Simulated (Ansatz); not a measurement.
Geometry optimisation, RKS B3LYP-D4/def2-SVP in Ansatz 0.2.0.

The input (input.yaml):

```yaml
crystal:
  periodic: [false, false, false]
  atoms:
    - { symbol: S, position_ang: [-2.1338, 0.0858, -0.0612] }
    - { symbol: Ge, position_ang: [0.0027, 0.4468, 0.1248] }
    - { symbol: S, position_ang: [0.30182, 1.76965, 1.85955] }
    - { symbol: H, position_ang: [-1.9351, -0.6937, -1.196] }
    - { symbol: H, position_ang: [0.75667, -0.90158, 0.37065] }
    - { symbol: H, position_ang: [0.55154, 1.11827, -1.17379] }
    - { symbol: H, position_ang: [1.75177, 1.79231, 1.67135] }
basis:
  gaussian: { orbitals: def2-SVP }
hamiltonian:
  xc: b3lyp
  dispersion: d4
relax:
  f_tol: 0.015
  max_steps: 40
output:
  orbitals: {}
```

Run as:

```bash
$ ansatz run input.yaml --threads 1 --pin off --max-ram 2048MiB --backend cpu --events-out ev --progress --plain --runs-dir out
```

Where does it end, and by what steps?

It converged. The force dipped under the threshold on the way, but the program's further checks kept it going. After 16 steps the energy has fallen by 0.244 eV; H7 moved furthest, 0.49 Å.

```json
{"step": "0", "energy less start (eV)": "0.0000", "largest force component (eV/Å)": "2.084", "accepted": "yes"}
{"step": "1", "energy less start (eV)": "-0.1892", "largest force component (eV/Å)": "0.739", "accepted": "yes"}
{"step": "2", "energy less start (eV)": "-0.2085", "largest force component (eV/Å)": "0.054", "accepted": "yes"}
{"step": "3", "energy less start (eV)": "-0.2074", "largest force component (eV/Å)": "0.113", "accepted": "no"}
{"step": "4", "energy less start (eV)": "-0.2099", "largest force component (eV/Å)": "0.010", "accepted": "yes"}
{"step": "5", "energy less start (eV)": "-0.2100", "largest force component (eV/Å)": "0.007", "accepted": "yes"}
{"step": "6", "energy less start (eV)": "-0.2101", "largest force component (eV/Å)": "0.016", "accepted": "yes"}
{"step": "7", "energy less start (eV)": "-0.2103", "largest force component (eV/Å)": "0.087", "accepted": "yes"}
{"step": "8", "energy less start (eV)": "-0.2107", "largest force component (eV/Å)": "0.226", "accepted": "yes"}
{"step": "9", "energy less start (eV)": "-0.2122", "largest force component (eV/Å)": "0.280", "accepted": "yes"}
{"step": "10", "energy less start (eV)": "-0.1600", "largest force component (eV/Å)": "1.216", "accepted": "no"}
{"step": "11", "energy less start (eV)": "-0.2237", "largest force component (eV/Å)": "0.186", "accepted": "yes"}
{"step": "12", "energy less start (eV)": "-0.2257", "largest force component (eV/Å)": "0.519", "accepted": "yes"}
{"step": "13", "energy less start (eV)": "-0.2424", "largest force component (eV/Å)": "0.017", "accepted": "yes"}
{"step": "14", "energy less start (eV)": "-0.2440", "largest force component (eV/Å)": "0.086", "accepted": "yes"}
{"step": "15", "energy less start (eV)": "-0.2437", "largest force component (eV/Å)": "0.069", "accepted": "no"}
{"step": "16", "energy less start (eV)": "-0.2444", "largest force component (eV/Å)": "0.003", "accepted": "yes"}
```

```xyz
7
Properties=species:S:1:pos:R:3
S -2.048 -0.185 0.104
Ge 0.117 0.406 0.046
S 0.345 2.019 1.591
H -2.140 -0.323 -1.239
H 1.055 -0.756 0.435
H 0.433 0.908 -1.378
H 1.534 1.550 2.036
```

Time of the run: 67 s on 1 thread of Arm Neoverse V1 (shared host), peak memory 0.19 GiB.
